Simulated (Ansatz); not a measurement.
`C#[C][SnH2][CH3]` + `F[Si]Br` → `C#[C][SnH2][F]` + `C[Si]Br` at 700 K and 1 bar (redistribution).

Isolated molecules relaxed with PBE0-D4/def2-TZVP in Ansatz; ΔE leaves out vibrations. CBS: MP2 limit from def2 TZ/QZ plus the TZ coupled-cluster correction, frozen cores. def2 core potentials past Kr. For Br, Sn outer-core shells are correlated without core-valence functions, which leaves a few kJ/mol of doubt a bond. Scalar relativity is left out up to krypton.

```json
{"species": "`C#[C][SnH2][CH3]`", "CCSD(T)/CBS energy (Eh)": "-331.71794", "H − E (kJ/mol)": "255.6", "S (J/(mol·K))": "463.7"}
{"species": "`F[Si]Br`", "CCSD(T)/CBS energy (Eh)": "-2962.26094", "H − E (kJ/mol)": "42.6", "S (J/(mol·K))": "332.5"}
{"species": "`C#[C][SnH2][F]`", "CCSD(T)/CBS energy (Eh)": "-391.67763", "H − E (kJ/mol)": "152.2", "S (J/(mol·K))": "420.8"}
{"species": "`C[Si]Br`", "CCSD(T)/CBS energy (Eh)": "-2902.25975", "H − E (kJ/mol)": "144.5", "S (J/(mol·K))": "378.9"}
```

H − E and S are ideal-gas, rigid-rotor, harmonic terms from PBE0-D4/def2-TZVP. 1 Eh = 2625.50 kJ/mol, R = 8.31446 J/(mol·K).

Question: By hand: ΔE, ΔH, ΔS and ΔG.

Answer: ΔE = (-391.67763) + (-2902.25975) − (-331.71794) − (-2962.26094) = 0.04150 Eh = 109.0 kJ/mol. Δ(H − E) = 152.2 + 144.5 − 255.6 − 42.6 = -1.5, so ΔH = 107.5 kJ/mol. ΔS = 420.8 + 378.9 − 463.7 − 332.5 = 3.5 J/(mol·K). ΔG = 107.5 − 700 × (3.5)/1000 = 105.0 kJ/mol.

Question: By hand: the equilibrium constant, and the temperature at which ΔG would vanish if ΔH and ΔS stayed fixed.

Answer: log₁₀ K = −ΔG/(RT ln 10) = -7.8. ΔG = 0 at ΔH/ΔS = 30714 K, far beyond where these terms or the molecules hold.

The number of gas molecules stays the same, so ΔS is small and ΔH decides. A doubt of 5 kJ/mol in ΔE shifts log₁₀ K by 0.4 here. These are equilibria of isolated gas molecules and say nothing of rates. Largest T1 diagnostic: 0.014 (customary marks: 0.02 for closed shells, 0.045 for open ones).
